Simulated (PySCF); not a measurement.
Species: C4H8FPSi.
Z-matrix (Å and degrees, GFN2-xTB geometry), rows numbered from 1:
```
C 
Si  1  1.9090
C   2  1.9016  1  111.57
P   2  2.2858  1  110.52  3  -118.45
C   4  1.8761  2  100.90  1   -63.49
C   5  1.3001  4   67.51  2    93.18
F   6  1.3204  4  145.51  5  -179.55
H   1  1.0856  2  111.75  3   -58.18
H   1  1.0870  2  110.73  3  -178.14
H   1  1.0872  2  111.35  3    62.35
H   2  1.4760  1  108.17  3   121.34
H   3  1.0862  2  111.55  1   -59.06
H   3  1.0857  2  110.72  1  -178.78
H   3  1.0850  2  111.21  1    61.39
H   5  1.0653  4  146.02  6   178.68
```

NICS = −σ at a ghost point: NICS(0) at the centroid of the ring atoms, NICS(1) 1 Å to either side along the normal of their mean plane, zz for the tensor component along that normal. Level: GIAO PBE0/pcSseg-1 (PySCF, non-relativistic, gas phase) on the GFN2-xTB geometry, one conformer.

Ring bond lengths (Å), with Mayer bond orders in brackets: P4–C5 1.876 (0.81), C5–C6 1.300 (1.74), C6–P4 1.829 (0.94).

Problem. What do the NICS probes read (ppm)?

Solution. 
```csv
ring,type,NICS(0),"NICS(1), two faces","NICS(1)zz, two faces",rms pucker (Å),"centre to ring atoms, mean (Å)"
P4–C5–C6,"3-membered ring with P; formal bonds 1 double, 2 single",-24.5,-2.7 / -5.0,-6.6 / -10.9,0.00,0.97
```

Problem. What do they say, and how far can they be read as aromaticity?

Solution. 
- P4–C5–C6: mean NICS(1)zz -8.7 ppm, shielded. Si2, outside the ring, lies 2.03 Å from a NICS(1) probe. The two faces differ by 4.3 ppm, so no symmetry operation interchanges them. NICS(0) lies 21 ppm below the mean NICS(1).

Problem. And the bond-length index? HOMA = 1 − mean of α(R − Ropt)² over the ring bonds, with Krygowski's 1993 parameters (CC: Ropt 1.388 Å, α 257.7 Å⁻²; CP: Ropt 1.698 Å, α 118.91 Å⁻²).

Solution. 
- P4–C5–C6: HOMA -1.60; the largest term is that of P4–C5, α(R − Ropt)² = 3.77.

Problem. Give the inner angles of the rings and the Hirshfeld charges of the ring atoms.

Solution. 
- P4–C5–C6: P4 41.1° (+0.021 e), C5 67.5° (-0.108 e), C6 71.4° (+0.043 e); sum 180.0° against 180° for a flat convex ring.

The run took 24 s on an Arm Neoverse V1 with one thread (shared host). This is the whole shielding run at PBE0/pcSseg-1, SCF included.
